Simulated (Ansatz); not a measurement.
Reaction (ligand exchange at the Si–S bond): `CS[SiH](O)O` + `O[SiH2]F` → `O[SiH](O)O[SiH2]F` + CH₃SH

Calculated with Ansatz (gas phase, PBE0-D4/def2-TZVP geometries, no zero-point term in ΔE). CCSD(T)/CBS adds triple-zeta CCSD(T) − MP2 to the extrapolated MP2 energy (def2 sets, frozen cores). This one scheme is used for every species. Functionals use def2-TZVPP. One conformer a species, not always the lowest.

| level | ΔE (kJ/mol) |
| --- | --- |
| PBE-D4 | -50.1 |
| PBE0-D4 | -58.0 |
| ωB97M-V | -67.6 |
| B2PLYP | -72.3 |
| r2SCAN | -64.0 |
| HF/def2-QZVPP | -97.3 |
| SCS-MP2/def2-QZVPP | -72.9 |
| MP2/CBS(def2) | -64.1 |

What does CCSD(T)/CBS give? (Best estimate.)

The calculation gave: -68.9 kJ/mol. The listed levels differ from it by 18.8, 10.9, 1.3, -3.4, 4.9, -28.4, -4.0, 4.8 kJ/mol.

Largest T1 diagnostic among the species: 0.012.

From PBE to PBE0 (25 % exact exchange), in def2-TZVPP and without D4, ΔE moves by −7.5 kJ/mol. In def2-TZVPP, CCSD(T) changes the Hartree–Fock value by +22.6 kJ/mol (the triples alone add +4.9 kJ/mol) and MP2 by +27.5 kJ/mol.
